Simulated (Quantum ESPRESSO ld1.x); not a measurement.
Results of a calculation; reference values are marked as such.
One sound ld1.x (Quantum ESPRESSO 7.5) input for the argon ion Ar3+ gives E = -522.7213 hartree in 21 iterations:

```
 &input
    zed=18.0,
    iswitch=1,
    rel=0,
    dft='PW',
    config='[Ne] 3s2 3p3',
    verbosity='high',
    prefix='ld1',
    max_out_wfc=37,
    file_charge='ld1.rho',
 /
```

Changed or added lines, one case at a time, and what came of them:

- config='[Ne] 3s2 3p3 8s1': refused. The program stops in el_config with "wrong main quantum number": the config string takes n from 1 to 7 alone.
- ecut=1: refused. The program stops in ld1_readin with "reading input namelist": the namelist holds a keyword that &input does not know.
- lsd=2: refused. The program stops in ld1_readin with "lsd not correct": lsd takes 0 or 1.
- beta=0.001: not converged. So little new potential is mixed in that the limit of 200 iterations comes first; the energy is off by -0.2882 hartree.
- config='[Ne] 3s2 3p3 3f1': refused. The program stops in el_config with "main/angular quantum number mismatch": l must be smaller than n.
- xmin=-20.0: usable despite the warning. The mesh starts very near the nucleus, where rounding noise keeps the residual above the threshold; the energy differs from the sound run by less than 1e-5 hartree.
- noscf=.true.: ran as typed. With noscf the program prints the levels of a bare nucleus, with no screening and no total energy; they are not those of the atom.
